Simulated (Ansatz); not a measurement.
The cluster Cu2Cl2⁻. Total charge -1; doublet. Geometry r2SCAN-D4/def2-SVPD; atoms count from 1.

Cartesian coordinates in Å:
```
Cu -0.735 0.203 -0.869
Cu 0.740 -0.186 0.861
Cl -2.733 0.450 -1.643
Cl 2.728 -0.466 1.650
```

Another isomer (doublet) lies 0.16 eV lower at PBE0-D4/def2-TZVPD; other spin states weren't run for this one.

Question: Estimate the Mulliken populations from the PBE0/def2-TZVPD orbitals of Ansatz.

Answer: 
```
atom  charge (e)  spin (α − β)  d electrons
 Cu1       -0.06          0.47         9.87
 Cu2       -0.06          0.47         9.87
 Cl3       -0.44          0.03            –
 Cl4       -0.44          0.03            –
```
Mulliken values depend strongly on the basis. With diffuse functions, as here, like atoms can get unlike values, and bond orders can come out too low or too high.

Question: Where does the spin sit?

Answer: Summed by element: Cu 0.94, Cl 0.06, of 1 unpaired in all. Largest on single atoms: Cu1 0.47, Cu2 0.47, Cl3 0.03.

Question: And the Mayer bond orders between heavy atoms (over 0.3)?

Answer: Cu1–Cu2 0.83 (2.31 Å); Cu1–Cl3 0.74 (2.16 Å); Cu2–Cl4 0.74 (2.16 Å).
